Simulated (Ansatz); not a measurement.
A search over several starts for the lowest SCF solution of the cluster Si₄⁺ at the given spin, in a small basis.

```yaml
crystal:
  periodic: [false, false, false]
  atoms:
    - {symbol: Si, position_ang: [-0.730362, -0.171400, -0.901976]}
    - {symbol: Si, position_ang: [-1.378059, -0.685840, 1.246223]}
    - {symbol: Si, position_ang: [0.730507, 0.171014, 0.901913]}
    - {symbol: Si, position_ang: [1.377923, 0.686226, -1.246169]}
basis:
  gaussian: {orbitals: def2-SVP, initial_orbitals: start.molden}
total_charge: 1
magnetization: {spin_polarized: true, initial_magnetization: 3}
hamiltonian: {xc: pbe0, dispersion: d4}
output: {orbitals: {seedname: orbitals}}
```

The file start.molden holds the orbitals of an earlier run on this structure, at another level or in another basis.

```sh
$ ansatz run in.yaml --threads 4 --pin off --events-out ev --progress --plain --max-ram 3916MiB
```

Shortened log:

```
Functional definition: PBE0
664 factors; integrals over basis functions are off by at most 8.6e-4 eV
mean field evaluation 1: about -31475.2902 eV, gradient 3.5e0 eV
mean field evaluation 2: about -31475.3962 eV, gradient 8.5e-2 eV
mean field evaluation 4: about -31475.3943 eV, gradient 5.3e-4 eV
mean field evaluation 8: about -31472.3637 eV, gradient 1.9e1 eV
mean field evaluation 16: about -31475.3943 eV, gradient 1.3e-2 eV
mean field evaluation 32: about -31475.3830 eV, gradient 8.7e-1 eV
mean field -31475.39427983 eV, -1156.6994049952 hartree, gradient 2.2e-5 eV, S^2 3.792116; 7 other end points of the search recorded, 0 dependent functions left out
reference -31475.39430137 eV, -1156.6994057868 hartree; 29, 26 occupied and 43, 46 virtual orbitals, 664 factors
Total energy: -31475.60013619 eV, -1156.7069700770 hartree
```

Hardware: 4 threads of Arm Neoverse N1 on a shared host. Wall time 3.8 s.

At PBE0-D4/def2-TZVP a doublet of charge 1 lies 1.29 eV below the quartet, each at its own geometry. The structure comes from a short search, and lower isomers may exist.
